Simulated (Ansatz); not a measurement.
Sn₃H₆⁺, that is cyclo-(SnH2)3 with one electron fewer. The state is a doublet with charge 1. Geometry PBE0-D4/def2-SVP; atoms count from 1.

```xyz
9

Sn    1.501    0.617    0.665
H     1.335    2.158    1.369
H     2.832    0.394   -0.372
Sn   -1.155    0.291   -1.287
H    -0.522   -0.021   -2.836
H    -2.019    1.744   -1.093
Sn   -0.493   -1.296    0.889
H     0.026   -2.845    0.442
H    -1.504   -1.041    2.223
```

In the def2 sets Sn takes a core potential; there is no spin–orbit coupling.

(1) Estimate the Mulliken populations from the PBE0/def2-TZVP orbitals of Ansatz.

(2) Where does the spin sit?

(3) And the Mayer bond orders between bonded heavy atoms (over 0.3)?

Results:

(1) 
```
atom  charge (e)  spin (α − β)
 Sn1        0.21          0.57
  H2        0.06         -0.02
  H3        0.06         -0.02
 Sn4        0.21          0.57
  H5        0.06         -0.02
  H6        0.06         -0.02
 Sn7        0.20         -0.10
  H8        0.07          0.02
  H9        0.07          0.02
```
Mulliken values and Mayer orders depend strongly on the basis.

(2) Summed by element: Sn 1.04, H -0.04, of 1 unpaired in all. Largest on single atoms: Sn4 0.57, Sn1 0.57, Sn7 -0.10.

(3) Sn1–Sn4 0.55 (3.31 Å); Sn1–Sn7 0.85 (2.77 Å); Sn4–Sn7 0.85 (2.77 Å).
